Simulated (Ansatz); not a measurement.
**Counterpoise correction, worked out**

The pair of HCN (SMILES C#N, atoms 1–3) and GeH4 (SMILES [GeH4], atoms 4–8), both closed shells, in one local arrangement (a lower one may exist), relaxed at PBE0-D4/def2-TZVP:

```csv
atom,x (Å),y (Å),z (Å)
C1,-0.2378,-0.2879,-2.8738
N2,-0.1008,-0.1497,-1.7453
H3,-0.3654,-0.4168,-3.9271
Ge4,0.1403,0.1700,1.6981
H5,0.5954,1.4850,1.0554
H6,0.2359,0.3056,3.2286
H7,1.0474,-0.9799,1.2457
H8,-1.3151,-0.1262,1.3183
```

Ansatz 0.2.0; basis: def2-TZVPPD; cores frozen in the correlated methods. Filled d shells of the heavier atoms are correlated. The def2 sets are not built for correlating such inner shells, so the correlated values are less sure here.

CCSD(T) total energies in eV:

| system | geometry | basis functions | energy |
| --- | --- | --- | --- |
| pair | pair | all | -59083.27696 |
| HCN | as in the pair | all (partner as ghosts) | -2538.24955 |
| GeH4 | as in the pair | all (partner as ghosts) | -56544.97830 |
| HCN | as in the pair | its own | -2538.24273 |
| GeH4 | as in the pair | its own | -56544.96111 |
| HCN | free (PBE0-D4 minimum) | its own | -2538.24354 |
| GeH4 | free (PBE0-D4 minimum) | its own | -56544.96250 |

(1) Work out the interaction energy with and without the counterpoise correction, the superposition error, and the binding energy from the relaxed fragments.

No T1 diagnostic of these runs exceeds 0.015.

## Answers

(1) Without correction: -59083.27696 − (-2538.24273) − (-56544.96111) = -0.07312 eV.
With correction (each fragment in the whole basis): -59083.27696 − (-2538.24955) − (-56544.97830) = -0.04911 eV = -1.13 kcal/mol.
The superposition error is the difference, 0.02401 eV, 33 % of the uncorrected value: each fragment borrows its partner's functions.
Deformation from the free shapes: 0.00081 eV for HCN and 0.00139 eV for GeH4.
Binding energy from relaxed fragments: -0.04911 + 0.00081 + 0.00139 = -0.04691 eV = -1.08 kcal/mol (electronic, without zero-point energy; negative means bound). For comparison, the corrected interaction energy by CCSD(T) at an estimated basis limit (MP2 extrapolated from triple and quadruple zeta, plus CCSD(T) − MP2 in triple zeta) is -0.053 eV; triple zeta with the correction binds less.

For scale, one of the runs: CCSD(T)/def2-TZVPPD, 213 basis functions, launched by `ansatz run in.yaml --threads 4 --pin off --events-out ev --progress --plain --max-ram 9574MiB`. Hardware: 4 CPU threads of an Intel Xeon Platinum 8175M, shared host. Wall time 40 s; peak host memory 3 GiB.
